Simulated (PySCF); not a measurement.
Ionisation energy of Ge²⁺ by level of theory

Ge²⁺ [Ar] 3d10 4s2 (1S) → Ge³⁺ [Ar] 3d10 4s1 (2S), as a difference of total energies. Calculation: PySCF 2.14, in 6-31G* (5s4p3d, 32 functions); the non-relativistic Hamiltonian (point nucleus). Correlated levels: valence: [Ar] 3d10 frozen. The calculations carry no spin-orbit coupling.

| method | ionisation energy (eV) | difference from reference (eV) |
| --- | --- | --- |
| UHF | 31.887 | -2.171 |
| M06-L | 33.772 | -0.286 |
| PBE0 | 33.693 | -0.365 |
| MP2 (valence) | 32.574 | -1.484 |
| SCS-MP2 (valence) | 32.711 | -1.347 |
| CCSD (valence) | 32.897 | -1.161 |

Reference: 34.058 eV (measured; NIST Atomic Spectra Database, ionization energies).

These non-relativistic numbers lack the scalar-relativistic shift.

Errors of the correlated levels include the incompleteness of this basis and the frozen core.

With two correlated electrons CCSD is exact in that space.
